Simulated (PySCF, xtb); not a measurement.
ZnF2, SMILES [F][Zn][F].

GFN2-xTB (xtb) at its own geometry gives an orbital gap of 3.23 eV and a dipole moment of 3.27 D.

Coordinates come from a B3LYP-D3(BJ)/def2-TZVP optimisation. The isomer is the one that the SMILES or the coordinates give; other isomers of the formula were not compared.

What does M06-2X/def2-TZVPD (PySCF) give? (The exact figures need the calculation; the answer reports its results.)

gap 11.23 eV (levels -12.73 and -1.49 eV), dipole 0.00 D.
